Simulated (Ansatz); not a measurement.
C₂H₃BCl₂O₂, singlet, geometry from GFN2-xTB; SC-NEVPT2/STO-3G, CASSCF(6,6) in Ansatz (a first-principles code).

Here is a job for Ansatz.
Ansatz 0.2 input:
```yaml
crystal:
  periodic: [false, false, false]
  atoms:
    - {symbol: B, position_ang: [-0.36438942, 0.60333522, 0.20114658]}
    - {symbol: Cl, position_ang: [0.81116768, 1.67087608, -0.47024196]}
    - {symbol: Cl, position_ang: [-1.76035691, 1.22593284, 0.99753899]}
    - {symbol: O, position_ang: [-0.31073986, -0.74391837, 0.09505997]}
    - {symbol: C, position_ang: [0.71836093, -1.56692025, -0.30840965]}
    - {symbol: C, position_ang: [0.19085686, -2.91529378, -0.67944812]}
    - {symbol: O, position_ang: [1.85457770, -1.21295173, -0.31244608]}
    - {symbol: H, position_ang: [1.01325386, -3.57067442, -0.94837571]}
    - {symbol: H, position_ang: [-0.49783523, -2.81545082, -1.51568762]}
    - {symbol: H, position_ang: [-0.36326386, -3.32805774, 0.16051618]}
basis:
  gaussian:
    orbitals: STO-3G
magnetization: {spin_polarized: false}
correlation: {method: sc_nevpt2, electrons: all, active_space: {window: {electrons: 6, orbitals: 6}}}
```

Output, abridged:

```
Functional definition: HF
596 factors; integrals over basis functions are off by at most 4.3e-5 eV
mean field evaluation 1: about -31501.5537 eV, gradient 4.4e1 eV
mean field evaluation 2: about -31501.7733 eV, gradient 4.4e1 eV
mean field evaluation 4: about -31508.4529 eV, gradient 4.0e0 eV
mean field evaluation 8: about -31508.5426 eV, gradient 3.3e-2 eV
mean field -31508.53655579 eV, -1157.9173611723 hartree, gradient 1.2e-6 eV, S^2 0.000000; 0 other end points of the search recorded, 0 dependent functions left out; unrestricted orbitals would lower it
reference -31508.53655579 eV, -1157.9173611723 hartree; 35, 35 occupied and 11, 11 virtual orbitals, 596 factors
state -31511.11138720 eV, -1158.0119844813 hartree
state -31511.11138720 eV, -1158.0119844813 hartree; corrected -31515.77311849 eV, -1158.1832999463 hartree
state -31510.92746136 eV, -1158.0052253312 hartree
state -31510.92746136 eV, -1158.0052253312 hartree; corrected -31515.72395272 eV, -1158.1814931375 hartree
state -31511.11138720 eV, -1158.0119844813 hartree; corrected -31515.77311849 eV, -1158.1832999463 hartree
state -31510.68076583 eV, -1157.9961594377 hartree
state -31510.68076583 eV, -1157.9961594377 hartree; corrected -31515.74454481 eV, -1158.1822498830 hartree
state -31511.11138720 eV, -1158.0119844813 hartree; corrected -31515.77311849 eV, -1158.1832999463 hartree
2 active orbitals were swapped for others, from the solution at -31510.92744460 eV, -1158.0052247154 hartree to that at -31511.11137183 eV, -1158.0119839165 hartree; typed "places" are swapped only where nearly empty or full, and so, without "given_window_search", are "orbital_numbers", "shells" and a window whose orbitals a file names under [Active]
the orbitals are reached from a further start. From the first start the search ends at -31510.68075765 eV, -1157.9961591371 hartree
Total energy: -31515.77311849 eV, -1158.1832999463 hartree
```
